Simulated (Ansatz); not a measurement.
Harmonic frequencies (cm⁻¹) at PBE0-D4/def2-TZVP from Ansatz: 113, 166, 334, 404, 429, 489, 567, 701, 867, 923, 947, 1035, 1073, 1109, 1264, 1310, 1383, 1451, 1506, 1647, 1859, 2992, 3050, 3080, 3119, 3511, 3593.

Each molecule was computed in one conformer, which needn't be the lowest.

Question: Which molecule is it?
A. `N[SiH]1C=CN1`
B. `C[CH2][Zn][NH2]`
C. `C[N](C)[ZnH]`
D. `NC[CH2][ZnH]`

Answer: D.
